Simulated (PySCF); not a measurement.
Input for PySCF: D3(BJ) and D4 dispersion corrections on CH2O2 (SMILES O=CO), a point of a torsion scan.

```python
from pyscf import gto
from pyscf.dispersion import dftd3, dftd4

mol = gto.M(
    atom='''
    O    -0.69350663    1.15619293    0.12454613
    C    -0.41587921   -0.00185960    0.06354081
    O     0.77572970   -0.49623241   -0.23614531
    H    -1.14246622   -0.82452574    0.15423422
    H     1.47505594    0.16663861   -0.11107477
    ''',
    basis='def2-svp',
    charge=0, spin=0, verbose=0, max_memory=1800)
d3, d4 = {}, {}
for xc in ['hf', 'pbe', 'blyp', 'revpbe', 'tpss', 'r2scan', 'b3lyp', 'pbe0', 'bhlyp', 'camb3lyp', 'b2plyp']:
    d3[xc] = float(dftd3.DFTD3Dispersion(mol, xc=xc, version='d3bj', atm=False).get_dispersion()['energy'])
    print(f'D3(BJ) {xc:10s} {d3[xc]:14.8f} Eh')
for xc in ['hf', 'pbe', 'blyp', 'revpbe', 'tpss', 'r2scan', 'b3lyp', 'pbe0', 'bhlyp', 'camb3lyp', 'b2plyp']:
    d4[xc] = float(dftd4.DFTD4Dispersion(mol, xc={'camb3lyp': 'cam-b3lyp'}.get(xc, xc), atm=True).get_dispersion()['energy'])
    print(f'D4     {xc:10s} {d4[xc]:14.8f} Eh')
```

Output:

```
D3(BJ) hf            -0.01909614 Eh
D3(BJ) pbe           -0.00182499 Eh
D3(BJ) blyp          -0.00382641 Eh
D3(BJ) revpbe        -0.00509348 Eh
D3(BJ) tpss          -0.00221260 Eh
D3(BJ) r2scan        -0.00044578 Eh
D3(BJ) b3lyp         -0.00308016 Eh
D3(BJ) pbe0          -0.00147412 Eh
D3(BJ) bhlyp         -0.00229803 Eh
D3(BJ) camb3lyp      -0.00121087 Eh
D3(BJ) b2plyp        -0.00132795 Eh
D4     hf            -0.00737337 Eh
D4     pbe           -0.00164611 Eh
D4     blyp          -0.00389841 Eh
D4     revpbe        -0.00673478 Eh
D4     tpss          -0.00224593 Eh
D4     r2scan        -0.00038161 Eh
D4     b3lyp         -0.00265210 Eh
D4     pbe0          -0.00133617 Eh
D4     bhlyp         -0.00171223 Eh
D4     camb3lyp      -0.00130444 Eh
D4     b2plyp        -0.00113105 Eh
```

The run finished.

Cost: very roughly 0.04 core-seconds.
